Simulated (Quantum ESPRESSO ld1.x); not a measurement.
Values are calculated unless marked as measured or tabulated.
Species: O+. Configuration: [He] 2s2 2p2 3p1 (not the ground configuration). Level of theory: non-relativistic Kohn-Sham, BLYP, spin-unpolarised, spherical densities, point nucleus (ld1.x of Quantum ESPRESSO 7.5).

Unscreened Slater integrals over Kohn-Sham orbitals (cm^-1).

\begin{tabular}{lr}
integral & value \\ \hline
F0(3p,3p) & 49774 \\
F2(3p,3p) & 25547 \\
F0(3p,2p) & 67289 \\
F2(3p,2p) & 11791 \\
G0(3p,2p) & 4934.2 \\
G2(3p,2p) & 4854.7 \\
F0(3p,2s) & 66897 \\
G1(3p,2s) & 4077.4 \\
F0(3p,1s) & 74021 \\
G1(3p,1s) & 3208.0 \\
F0(2p,2p) & 199410 \\
F2(2p,2p) & 91676 \\
F0(2p,2s) & 194760 \\
G1(2p,2s) & 118170 \\
F0(2p,1s) & 281500 \\
G1(2p,1s) & 34222 \\
F0(2s,2s) & 192150 \\
F0(2s,1s) & 271440 \\
G0(2s,1s) & 21350 \\
F0(1s,1s) & 1036500 \\
\end{tabular}

Derived for the open shells (J is the average intra-shell exchange parameter used in DFT+U). 2p: J = F2/5 = 18340 cm^-1; in LS coupling 1D lies 6 F2/25 = 22000 cm^-1 above 3P. 3p: J = F2/5 = 5109 cm^-1.
